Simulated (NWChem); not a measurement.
CH3F3OSi; SMILES O[Si](F)(F)CF

```xyz
9

O     -1.6063    -0.3523    -0.1481
Si     0.0163    -0.4569    -0.0184
F      0.3999    -1.4670     1.1700
F      0.6671    -1.0929    -1.3452
C      0.7161     1.2557     0.3104
F     -0.1880     2.1674    -0.2198
H     -1.9292     0.5390    -0.3257
H      1.7033     1.4128    -0.1549
H      0.8218     1.4431     1.3928
```
Atoms are numbered in this order, from 1.

All runs: NWChem. Coordinates come from a PBE0/def2-SVP optimisation. Atomic charges in e: unrestrained fits to the electrostatic potential beside Mulliken populations; buried atoms are poorly determined by the fit.

Question: What does the run give for B3LYP/def2-SVP? Quantities: ESP O1; Mulliken O1; ESP Si2; Mulliken Si2; ESP F3; Mulliken F3; ESP F4; Mulliken F4; ESP C5; Mulliken C5; relative RMS misfit of the potential (%).

Answer: 
- ESP O1: -0.61
- Mulliken O1: -0.37
- ESP Si2: 1.06
- Mulliken Si2: 0.96
- ESP F3: -0.34
- Mulliken F3: -0.32
- ESP F4: -0.34
- Mulliken F4: -0.32
- ESP C5: -0.08
- Mulliken C5: 0.03
- relative RMS misfit of the potential (%): 20
